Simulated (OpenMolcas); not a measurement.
Cu2+ (d9) in a complex was computed by SS-CASPT2, IPEA 0.25 Eh, imaginary shift 0.1 Eh with the d shell active (OpenMolcas, ANO-RCC-VDZP on the metal). Its lowest spin-free states, and all those of the highest spin:

```tsv
2S+1	Degeneracy	E (cm-1)
2	3	0
2	2	3150
```

**Question.** Is the site octahedral, tetrahedral or cube-like, axial, or of lower symmetry?

**Answer.** The states with 2S+1 = 2 have orbital degeneracies 3, 2. Threefold states need a cubic site. For d9 at this spin an octahedron puts the twofold E below the threefold T2 and a tetrahedron or cube puts the threefold T2 below the twofold E, so the site is a tetrahedron or a cube, which this pattern cannot tell apart. The first gap at this spin, 3150 cm-1, is |10Dq| in ligand-field theory. The run had Cu2+ with 4 ligands (chloride) in tetrahedral coordination (Td) at 2.33 Å. A charge of +0.5 e stands 3.2 Å behind each ligand. Ligand basis ANO-RCC-VDZP.

Over all roots computed the reference weight is 0.74; a low but even weight reflects the number of correlated electrons. An orbital triplet at a regular site is open to Jahn-Teller coupling, which can distort the site and quench the lowest spin-orbit gaps and is left out. A single d shell leaves out the double-shell effect, which counts most for late 3d ions, where the CASPT2 field can be off either way by tens of per cent. Ligand-to-metal charge-transfer states are missing. With one d shell and no ligand orbital active, 10Dq can be off by tens of per cent for divalent 3d ions, low with halides held by bare charges and at times high in hosts. Free-ion shares, where given, are those of the reference states; single-state CASPT2 does not remix them. No measured value stands beside these numbers; the geometry was imposed, not optimised, and the real ion may take another.
